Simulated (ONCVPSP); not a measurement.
# bromine: ONCV pseudisation with PBE, scalar-relativistic reference atom.

```
Element                 : bromine (Br)
Generator               : ONCVPSP 4.0.1
Type                    : optimised norm-conserving Vanderbilt (ONCV)
Functional              : PBE
Relativity              : scalar-relativistic
Frozen core             : [Ar]
Valence charge          : 17
Reference configuration : 3d10 4s2 4p5
Partial waves           : 4s: rc 1.40 bohr, ncon 4, nbas 7, qcut 4.9 1/bohr, 2 projectors, debl 2.8 Ha; 4p: rc 1.45 bohr, ncon 4, nbas 7, qcut 5.8 1/bohr, 2 projectors, debl 1.4 Ha; 3d: rc 0.80 bohr, ncon 4, nbas 9, qcut 17.5 1/bohr, local
Local potential         : the d channel
Core correction         : polynomial model core, fcfact 0.75
```

All-electron outer shells of the reference configuration (PBE, scalar-relativistic, ld1.x):

```
shell  level (eV)  outermost node (bohr)  outermost maximum (bohr)
   3s     -238.08                   0.23                      0.48
   3p     -173.49                   0.21                      0.48
   3d      -66.72                      –                      0.43
   4s      -20.13                   0.67                      1.41
   4p       -7.86                   0.70                      1.66
```

Question: Estimate the cutoffs (Ha) at which the residual kinetic energy of the hardest occupied pseudo-wave falls to 1 and 0.1 mHa per electron.

Answer: 139 Ha and 186 Ha.

Question: Does the potential have ghost states?

Answer: Ghosts flagged at negative energy: s at -531.0 eV, p at -117.8 eV; GHOST(+) flagged for s at 192.0 eV. A true bound ghost makes a file unfit for plane-wave use.

Question: Which valence shell sets the plane-wave cutoff?

Answer: 3d: 139 Ha for 1 mHa per electron, against 14 Ha for 4s.

Question: Tests: 3d10 4s2 4p4; 3d10 4s2 4p3; 3d10 4s2 4p2; 3d9 4s2 4p5. Which has the largest error in its energy relative to the reference configuration, and how large is it?

Answer: 3d9 4s2 4p5, with -882 meV (all-electron minus pseudo) on +78.44 eV.
